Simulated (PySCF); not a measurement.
BBr2, SMILES Br[B]Br (connectivity only; charge and spin as stated), charge +1, multiplicity 1. Heavy atoms are numbered as in [Br:1][B:2][Br:3].

Geometry: B3LYP-D3(BJ)/def2-TZVP. The multiplicity is an assumed one; other spin states were not compared. The isomer is the one that the SMILES or the coordinates give; other isomers of the formula were not compared.

These are KT2/pcSseg-2 (PySCF) values and carry that method's errors.

GIAO shieldings, no solvent; atoms alike by connectivity are averaged. δ = σ(ref) − σ: ¹¹B against BF3 (σ = 89.2 ppm), references at their B3LYP-D3(BJ)/def2-TZVP geometries, non-relativistic (without spin–orbit terms, shifts of atoms bonded to Cl or Br come out too high).

Computed chemical shifts:
```
nucleus  atoms  count  δ (ppm)
-------  -----  -----  -------
¹¹B         B2      1     41.7
```
